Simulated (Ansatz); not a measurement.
Consider the cleavage of the Si–Si bond: `CN[SiH](N)[SiH3]` + `[OH][In]([SH])[O][SiH3]` → `[SiH3][O][In]([SH])[O][SiH3]` + `CN[SiH2]N`.

Computed with Ansatz on PBE0-D4/def2-TZVP structures; ΔE is electronic, products minus reactants. CBS: MP2 limit from def2 TZ/QZ plus the TZ coupled-cluster correction, frozen cores. Functionals use def2-TZVPP. B3LYP here is the variant with VWN-RPA as its local correlation; programs differ in this. def2 core potentials past Kr. For In outer-core shells are correlated without core-valence functions, which leaves a few kJ/mol of doubt a bond. Each species was taken in one conformer, which may not be the lowest.

`CN[SiH](N)[SiH3]`:

Z-matrix (Å, degrees):
```
C
N 1 1.445
H 1 1.097 2 113.6
H 1 1.095 2 111.1 3 121.9
H 1 1.093 2 109.3 3 -119.9
Si 2 1.715 1 124.9 3 91.8
H 2 1.008 1 113.9 3 -65.1
Si 6 2.356 2 116.1 1 -87.8
N 6 1.714 2 107.6 1 154.2
H 6 1.497 2 103.1 1 30.0
H 8 1.491 6 110.1 2 65.7
H 8 1.493 6 112.7 2 -174.3
H 8 1.491 6 111.2 2 -53.5
H 9 1.006 6 121.1 2 151.3
H 9 1.008 6 120.9 2 -58.6
```

`[OH][In]([SH])[O][SiH3]`:

Cartesian coordinates in Å:
```
O 1.374 1.391 -2.563
In 1.068 0.727 -0.741
S 2.527 0.914 1.092
O -0.685 -0.179 -0.542
Si -1.458 -0.902 0.693
H 0.626 1.190 -3.133
H 1.660 0.267 1.892
H -1.732 -2.330 0.379
H -2.748 -0.218 0.980
H -0.633 -0.860 1.942
```

`[SiH3][O][In]([SH])[O][SiH3]`:

Z-matrix (Å, degrees):
```
Si
O 1 1.633
H 1 1.492 2 111.3
H 1 1.489 2 111.0 3 120.4
H 1 1.487 2 108.9 3 -119.7
In 2 1.963 1 136.8 3 -32.1
O 6 1.968 2 115.6 1 -7.1
S 6 2.343 2 123.1 1 172.9
Si 7 1.633 6 136.9 2 -6.7
H 8 1.345 6 91.8 2 179.7
H 9 1.487 7 108.9 6 -151.8
H 9 1.489 7 111.1 6 88.3
H 9 1.492 7 111.3 6 -32.1
```

`CN[SiH2]N`:

```xyz
12

C    -1.761    0.238   -0.760
N    -0.393   -0.208   -0.635
Si    0.544   -0.144    0.794
N     2.194   -0.066    0.348
H    -1.939    0.708   -1.732
H    -1.968    0.990    0.006
H    -2.497   -0.566   -0.634
H    -0.103   -0.850   -1.356
H     0.490   -1.327    1.706
H    -0.025    1.020    1.536
H     2.899   -0.490    0.928
H     2.561    0.695   -0.200
```

| level | ΔE (kJ/mol) |
| --- | --- |
| PBE0-D4 | -88.1 |
| B3LYP | -105.1 |
| MP2/def2-TZVPP | -116.8 |
| MP2/CBS(def2) | -115.9 |

Question: What does CCSD(T)/CBS give? (An estimate is asked.)

Answer: The calculation gave: -108.9 kJ/mol. The listed levels differ from it by 20.8, 3.8, -7.9, -7.0 kJ/mol.

Largest T1 diagnostic among the species: 0.016.

From PBE to PBE0 (25 % exact exchange), in def2-TZVPP and without D4, ΔE moves by −12.8 kJ/mol. In def2-TZVPP, CCSD(T) changes the Hartree–Fock value by +31.4 kJ/mol (the triples alone add +4.6 kJ/mol) and MP2 by +24.4 kJ/mol.
